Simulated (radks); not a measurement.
Neutral gold inside a hard spherical wall (all orbitals vanish at R), configuration held at [Xe] 4f14 5d10 6s1 and not refilled when levels cross. Method: scalar-relativistic Kohn-Sham, LDA (Slater exchange, VWN5 correlation), spin-polarised, spherical densities, finite nucleus; open shells are filled with parallel spins first (spin-orbit coupling, left out, can overturn this in heavy ions); Fermi nuclear charge, rms radius 5.4371 fm; computed with a radial shooting solver on a logarithmic mesh with Libxc functionals. Eigenvalues in eV for spin up, with the zero of energy where the potential of the charges vanishes at infinity; a dash marks a level that is unbound or too diffuse for the functional's potential to be trusted. A positive occupied level is held by the wall or, in an anion where self-interaction has pushed it up, behind a barrier. The pressure on the wall is -dE/dV.

R (bohr),E (hartree),kinetic (hartree),e(4f),e(5p),e(5d),e(6s),"e(6p, empty)","e(7s, empty)",pressure (GPa)
free,-18997.1684,21237.505,-81.571,-60.062,-7.220,-6.338,-1.059,-,0
12,-18997.1684,21237.505,-81.571,-60.061,-7.219,-6.337,-1.027,0.904,< 0.0001
10,-18997.1683,21237.506,-81.565,-60.055,-7.214,-6.332,-0.948,1.715,0.00215
7,-18997.1643,21237.543,-81.371,-59.865,-7.040,-6.139,-0.185,6.141,0.267
4,-18996.8638,21239.156,-76.279,-55.192,-2.755,-0.239,10.054,41.270,70.4
3.5,-18996.4802,21240.916,-72.221,-51.664,0.664,5.121,17.949,63.563,221
2,-18983.6166,21291.394,-18.868,-7.283,53.438,112.02,151.92,357.89,19500
1.5,-18944.0852,21430.381,57.741,72.556,153.15,333.57,400.18,828.20,168000
